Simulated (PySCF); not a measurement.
# Sc(OH)₃: fields on a plane

All numbers come from PySCF, PBE0, basis Sc def2-SVP, O def2-SVP, H def2-SVP (no relativity, density fitting).

The singlet minimum has O–H 0.957 Å (×3), Sc–O 1.866 Å (×3); H–O–Sc 152.4° (×3), O–Sc–O 120.0° (×3).

The plane holds Sc1 at (0.00, 0.00), O2 at (1.87, 0.00), O3 at (-0.93, 1.62), O4 at (-0.93, -1.62), H5 at (2.71, -0.44), H6 at (-0.97, 2.57), H7 at (-1.74, -2.13) Å. Columns run from x = -3.75 to 4.95 Å, rows from y = 4.95 (top) to -4.05 Å, in steps of 0.3 Å. Other isomers or separated fragments may lie lower.

Task: Give the electrostatic potential (V) (cut at 20 V). Lower edges of the bins (V): '0' -2.24, '1' -2.11, '2' -1.90, '3' -1.57, '4' -1.05, '5' -0.22, '6' 1.10, '7' 3.18, '8' 6.48, '9' 11.71; top 20.0.

Result: 
```
555555555555555555555555555555
555555555555555555555555555555
555555555555555555555555555555
555555555555555555555555555555
555555556666555555555555555555
555555566666655555555555555555
555555567877655555444444455555
544455578997655554444444445555
444444579998654444444444444555
444444469998644444444444444555
444433479999644444433444444555
444331379999755554333334444555
444320169999776654211234444555
444331048999888765310134445555
444433346799999876665444455555
444444456899999988999655555555
444444567899999999999876655555
544444567899999999999998665555
555444456899999988999999765555
555544456789999876778998765555
555555568999888765556777665555
555555679999776654445666655555
555567899999755554445555555555
555668999999533444445555555555
555678999986213444455555555555
555667897652013444455555555555
555666776532223444455555555555
555566665443334444455555555555
555555555444444444455555555555
555555555444444444455555555555
555555555544444444555555555555
```

Task: Give the electron density (e/Å³) (cut at 5 e/Å³). Lower edges of the bins (e/Å³): '0' 0.000, '1' 0.030, '2' 0.076, '3' 0.151, '4' 0.268, '5' 0.455, '6' 0.750, '7' 1.218, '8' 1.960, '9' 3.136; top 5.00.

Result: 
```
000000000000000000000000000000
000000000000000000000000000000
000000000000000000000000000000
000000000000000000000000000000
000000000000000000000000000000
000000000110000000000000000000
000000012221000000000000000000
000000124553100000000000000000
000000135875210000000000000000
000001247886421000000000000000
000001368998531000000000000000
000001369999632100000000000000
000001369998632111111000000000
000001247886543222333210000000
000000134556775334665320000000
000000112358998557898531000000
000000011379999768999742100000
000000012379999768999863100000
000000123458998557998874100000
000000134556775445666653100000
000001247886542223333321000000
000002368998532111111110000000
000013579999631000000000000000
000013689998531000000000000000
000013677776421000000000000000
000002344443210000000000000000
000001122221100000000000000000
000000000000000000000000000000
000000000000000000000000000000
000000000000000000000000000000
000000000000000000000000000000
```
